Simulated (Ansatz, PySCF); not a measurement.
This PySCF input computes a B3LYP/def2-TZVPD energy:

```python
from pyscf import gto, scf, dft

mol = gto.M(
    atom='''
    C    -0.00000000   -0.00000000   -1.83145497
    I     0.00000000    0.00000000    0.20733452
    ''',
    basis='def2-tzvpd',
    ecp='def2-tzvp',
    charge=0,
    spin=1,
    symmetry='C2v',
    verbose=4,
)

mf = dft.UKS(mol, xc='b3lyp').density_fit(auxbasis='def2-universal-jkfit')
mf.grids.level = 3
mf.conv_tol = 1e-9
mf.max_cycle = 100
mf.max_memory = 1500
mf.kernel()
if not mf.converged:
    mf = mf.newton()
    mf.kernel(mf.make_rdm1())
mf.analyze()
```

Problem. Write an input for the same energy in Ansatz (a first-principles code) and say what it gives.

Solution. 
Ansatz 0.2 input:
```yaml
crystal:
  periodic: [false, false, false]
  atoms:
    - {symbol: C, position_ang: [-0.00000000, -0.00000000, -1.83145497]}
    - {symbol: I, position_ang: [0.00000000, 0.00000000, 0.20733452]}
basis:
  gaussian:
    orbitals: def2-TZVPD
hamiltonian:
  xc: {name: B3LYP}
magnetization: {spin_polarized: true, initial_magnetization: 1}
output: {forces: true}
```
It gives -335.74775 Eh, and PySCF -335.74776 Eh, a difference of 0.01 mEh.
